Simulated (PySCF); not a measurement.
Si(H)(F)(Cl)(OMe) (CH4ClFOSi), SMILES CO[SiH](F)Cl.

The structure is a stationary point at B3LYP-D3(BJ)/def2-SVP. The structure was generated by enumeration, and PubChem lists no compound with its InChIKey, so it may never have been made. The values are those of a single conformer.

Calculation: CAM-B3LYP/def2-TZVP (PySCF).

Isolated molecule, no solvent.

```json
{
 "total_energy": "-965.50409 hartree",
 "highest_occupied_level": "-10.45 eV",
 "lowest_empty_level": "1.64 eV",
 "orbital_gap": "12.09 eV",
 "dipole_moment": "2.35 D",
 "quadrupole, principal values (traceless, Buckingham form, about the centre of nuclear charge)": "-6.23, -0.01, 6.24 D·Å",
 "mean_static_polarisability": "49.6 bohr³ (7.35 Å³)",
 "polarisability_principal_values": "42.4, 45.7, 60.7 bohr³"
}
```
